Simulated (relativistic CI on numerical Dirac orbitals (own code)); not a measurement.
Pd XX: sensitivity of the levels to the model

Base calculation: Dirac-Coulomb-Breit CI, orbitals from a KLI potential per configuration, QED by a radiative potential, unscaled Slater integrals.

CI space (outside the closed core [Ne]): 3s²3p⁶3d⁹, 3s²3p⁵3d¹⁰, 3s3p⁶3d¹⁰, 3s²3p⁶3d⁸4s, 3s²3p⁶3d⁸4p, 3s²3p⁶3d⁸4d, 3s²3p⁶3d⁸4f, 3s²3p⁶3d⁷4s², 3s²3p⁵3d⁹4s, 3s²3p⁴3d¹⁰4s, 3s²3p⁶3d⁷4s4p, 3s²3p⁴3d¹⁰4p, 3s²3p⁶3d⁸5s, 3s²3p⁵3d⁹4p, 3s²3p⁶3d⁷4p², 3s²3p⁶3d⁸5p, 3s²3p⁶3d⁷4s4d, 3s²3p⁴3d¹⁰4d, 3s²3p⁶3d⁸5d, 3s3p⁵3d¹⁰4s, 3s²3p⁶3d⁷4p4d, 3s²3p⁵3d⁹4d, 3s²3p⁶3d⁸5f, 3s3p⁶3d⁹4s, 3s²3p⁵3d⁸4s², 3s²3p⁶3d⁸5g, 3s3p⁵3d¹⁰4p, 3s²3p⁶3d⁷4d², 3s²3p⁶3d⁸6s, 3s²3p⁵3d⁸4s4p, 3s²3p⁶3d⁸6p, 3s3p⁶3d⁹4p, 3s²3p⁵3d⁹4f, 3s²3p⁶3d⁸6d, 3s3p⁵3d¹⁰4d, 3p⁶3d¹⁰4s. Levels of other configurations are missing.

The lowest level and the first level of each name with at least 55 % of one term (blank where a level has no safe partner in the second run):

| Level | Base (eV) | Shift (eV) |
| --- | --- | --- |
| 3s²3p⁶3d⁹ ²D5/2 | 0.000 | 0.000 |
| 3s²3p⁶3d⁹ ²D3/2 | 5.640 | -0.005 |
| 3s²3p⁵3d¹⁰ ²P°3/2 | 195.688 | +0.085 |
| 3s²3p⁵3d¹⁰ ²P°1/2 | 224.677 | +0.107 |
| 3s3p⁶3d¹⁰ ²S1/2 | 333.736 | +0.158 |
| 3s²3p⁶3d⁸4s ⁴F9/2 | 339.439 | +0.430 |
| 3s²3p⁶3d⁸4s ⁴P1/2 | 350.693 | -0.341 |
| 3s²3p⁶3d⁸4s ⁴P3/2 | 351.854 | -0.206 |
| 3s²3p⁶3d⁸4s ²P1/2 | 353.403 | -0.455 |
| 3s²3p⁶3d⁸4s ²G9/2 | 353.920 | -0.541 |
| 3s²3p⁶3d⁸4s ²G7/2 | 353.982 | -0.539 |
| 3s²3p⁶3d⁸4s ²S1/2 | 368.192 | -1.422 |
| 3s²3p⁶3d⁸4p ⁴D°7/2 | 377.098 | +0.529 |
| 3s²3p⁶3d⁸4p ⁴G°7/2 | 382.989 | +0.432 |
| 3s²3p⁶3d⁸4p ⁴G°11/2 | 385.245 | +0.442 |
| 3s²3p⁶3d⁸4p ⁴D°3/2 | 386.132 | +0.314 |
| 3s²3p⁶3d⁸4p ⁴F°9/2 | 386.537 | +0.318 |
| 3s²3p⁶3d⁸4p ²F°7/2 | 386.846 | +0.283 |
| 3s²3p⁶3d⁸4p ⁴P°1/2 | 388.333 | +0.044 |
| 3s²3p⁶3d⁸4p ⁴G°9/2 | 390.868 |  |
| 3s²3p⁶3d⁸4p ²H°9/2 | 391.545 |  |
| 3s²3p⁶3d⁸4p ²H°11/2 | 398.759 | -0.427 |

At this charge energies of transitions that change n are usually good to better than 1 %, and those within a shell (Δn = 0) to a few per cent.

(1) One thing was changed in a second run, which moved the levels as shown. Which?
A. non-relativistic limit
B. configuration mixing switched off
C. valence Slater integrals scaled by 0.9
D. Breit term removed
E. QED terms removed

## Answers

(1) C. Valence Slater integrals scaled by 0.9. Scaling acts on the splittings between terms and on the mixing, and leaves the fine structure of pure LS terms nearly alone; in jj coupling it moves the levels of one term differently.

LS names give the leading component of a level, which can be under half, so a name can repeat, a term be missing and a line seem to break the LS rules.
